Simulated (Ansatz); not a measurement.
`BBC=N` + H₂O → `BBO` + `C=N` at 298.15 K and 1 bar (formal hydrolysis of a B–C bond).

Calculated with Ansatz (gas phase, PBE0-D4/def2-TZVP geometries, no zero-point term in ΔE). CCSD(T)/CBS adds triple-zeta CCSD(T) − MP2 to the extrapolated MP2 energy (def2 sets, frozen cores). This one scheme is used for every species. One conformer a species, not always the lowest.

```tsv
species	CCSD(T)/CBS energy (Eh)	H − E (kJ/mol)	S (J/(mol·K))
`BBC=N`	-145.26428	181.5	307.4
H₂O	-76.37941	66.4	188.7
`BBO`	-127.16606	137.4	269.0
`C=N`	-94.52360	115.3	227.0
```

H − E and S are ideal-gas, rigid-rotor, harmonic terms from PBE0-D4/def2-TZVP, for one conformer and one mirror image of each species. 1 Eh = 2625.50 kJ/mol, R = 8.31446 J/(mol·K).

Problem. By hand: ΔE, ΔH, ΔS and ΔG.

Solution. ΔE = (-127.16606) + (-94.52360) − (-145.26428) − (-76.37941) = -0.04597 Eh = -120.7 kJ/mol. Δ(H − E) = 137.4 + 115.3 − 181.5 − 66.4 = 4.8, so ΔH = -115.9 kJ/mol. ΔS = 269.0 + 227.0 − 307.4 − 188.7 = -0.1 J/(mol·K). ΔG = -115.9 − 298.15 × (-0.1)/1000 = -115.9 kJ/mol.

Problem. By hand: the equilibrium constant, and the temperature at which ΔG would vanish if ΔH and ΔS stayed fixed.

Solution. log₁₀ K = −ΔG/(RT ln 10) = 20.3. ΔG = 0 at ΔH/ΔS = 1159000 K, far beyond where these terms or the molecules hold.

The number of gas molecules stays the same, so ΔS is small and ΔH decides. A doubt of 5 kJ/mol in ΔE shifts log₁₀ K by 0.9 here. Other conformers and mirror images would add mixing entropy, several J/(mol·K) or more a flexible species. These are equilibria of isolated gas molecules and say nothing of rates. Largest T1 diagnostic: 0.015 (customary marks: 0.02 for closed shells, 0.045 for open ones).
